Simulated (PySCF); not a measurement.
C₂H₂F₃, SMILES [CH2]C(F)(F)F, multiplicity 2. Atoms are numbered in the order given.

```xyz
7

C      1.4944    -0.0475     0.0000
C      0.0121    -0.0096     0.0000
F     -0.4987    -0.6132     1.0871
F     -0.4987    -0.6132    -1.0871
F     -0.4566     1.2592     0.0000
H      2.0241     0.0237     0.9503
H      2.0241     0.0237    -0.9503
```
Charge 0, spin multiplicity 2.

The structure is a stationary point at B3LYP-D3(BJ)/def2-SVP. The isomer is the one that the SMILES or the coordinates give; other isomers of the formula were not compared.

Two levels are set side by side: PBE/pcH-1 (PySCF) and PBE0/pcH-1 (PySCF). Contact hyperfine couplings, same geometry. Differences are taken from unrounded values.

| quantity | PBE |
|---|---|
| A(iso) of 13C, atom C1 (MHz) | 89.6 |
| A(iso) of 13C, atom C2 (MHz) | -38.6 |
| A(iso) of 19F, atom F3 (MHz) | 23.7 |
| A(iso) of 19F, atom F4 (MHz) | 23.7 |
| A(iso) of 19F, atom F5 (MHz) | 140.6 |
| A(iso) of 1H, atom H6 (MHz) | -63.2 |
| A(iso) of 1H, atom H7 (MHz) | -63.2 |

Q: These are the PBE values. What does PBE0 give? (An estimate is asked for; the answer gives what the named calculation found.)

A: 
| quantity | PBE0 | PBE minus PBE0 |
|---|---|---|
| A(iso) of 13C, atom C1 (MHz) | 104.4 | -14.9 |
| A(iso) of 13C, atom C2 (MHz) | -44.9 | 6.3 |
| A(iso) of 19F, atom F3 (MHz) | 28.3 | -4.6 |
| A(iso) of 19F, atom F4 (MHz) | 28.3 | -4.6 |
| A(iso) of 19F, atom F5 (MHz) | 156.1 | -15.5 |
| A(iso) of 1H, atom H6 (MHz) | -72.8 | 9.6 |
| A(iso) of 1H, atom H7 (MHz) | -72.8 | 9.6 |

Rough cost on one machine, each run with all the roots and properties that it gave: PBE0 against PBE within a factor of 2.
